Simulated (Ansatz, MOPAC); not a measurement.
Species: Si$_{2}$N$_{2}$H$_{7}$, net charge 0, doublet state. SMILES: N[SiH]N[SiH3]

Atoms: N1, Si2, N3, Si4, H5, H6, H7, H8, H9, H10, H11. Bonds: N1-Si2, N1-H5, N1-H6, Si2-N3, Si2-H7, N3-Si4, N3-H8, Si4-H9, Si4-H10, Si4-H11.

Bond lengths (Å) and angles (degrees) optimised at MNDO with MOPAC; HF/3-21G with Ansatz (a program for electronic structure); HF/6-31G* with Ansatz; B3LYP/LANL2DZ with Ansatz, each started from the B3LYP-D3(BJ)/def2-TZVP structure (Ansatz) of the last column. A row stands for all coordinates that are equal there; 13 of 25 kinds are shown. 6-31G* holds six Cartesian d functions. No wavenumbers were computed at MNDO, B3LYP/LANL2DZ, so these may be saddle points.

```tsv
coordinate	MNDO	HF/3-21G	HF/6-31G*	B3LYP/LANL2DZ	B3LYP-D3(BJ)/def2-TZVP
N1-Si2	1.701	1.740	1.721	1.749	1.718
N1-H5	0.988	0.999	0.997	1.012	1.006
N1-H6	0.988	1.002	0.999	1.015	1.009
Si2-N3	1.702	1.758	1.731	1.761	1.733
Si2-H7	1.391	1.489	1.486	1.508	1.498
N3-Si4	1.711	1.757	1.734	1.768	1.734
N3-H8	0.990	1.007	1.002	1.018	1.013
Si4-H9	1.383	1.492	1.477	1.486	1.484
N1-Si2-N3	110.7	119.8	108.2	107.3	107.0
Si2-N3-Si4	127.6	130.1	129.8	128.1	130.0
Si2-N1-H5	123.0	123.6	121.7	123.2	122.5
Si2-N1-H6	125.3	123.2	121.6	122.9	123.0
N1-Si2-H7	112.0	105.9	116.8	115.1	116.4
```

Mean signed difference of all 10 bond lengths from B3LYP-D3(BJ)/def2-TZVP: MNDO -0.053 Å, HF/3-21G 0.006 Å, HF/6-31G* -0.006 Å, B3LYP/LANL2DZ 0.014 Å.
